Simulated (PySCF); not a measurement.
These 2 structures share the formula C4H14BN. Theory: PBE0-D3(BJ)/def2-SVP geometry optimisation, gas phase in PySCF. One conformer each; no zero-point energy, no entropy. No frequencies were run at this level. Point groups hold within 0.08 Å.

**Question.** Rank from lowest to highest electronic energy at this level (kJ/mol).
A. `[CH3:1][CH2:2][B@@H-:3]([CH3:4])[NH2+:5][CH3:6]` with C1–C2–B3–C4 -179°, C2–B3–N5–C6 172°
B. `[BH3-:1][N@H+:2]([CH3:3])[CH:4]([CH3:5])[CH3:6]` with B1–N2–C4–C5 73°

**Answer.** A (0.0), B (56.4).

| SMILES | E (Eh) | E rel (kJ/mol) | dipole (D) | point group | A, B, C (MHz) |
| --- | --- | --- | --- | --- | --- |
| CC[B@@H-](C)[NH2+]C | -240.01458 | 0.0 | 4.71 | C1 | 4165, 2216, 1582 |
| [BH3-][N@H+](C)C(C)C | -239.99311 | 56.4 | 5.44 | C1 | 4307, 2572, 2303 |
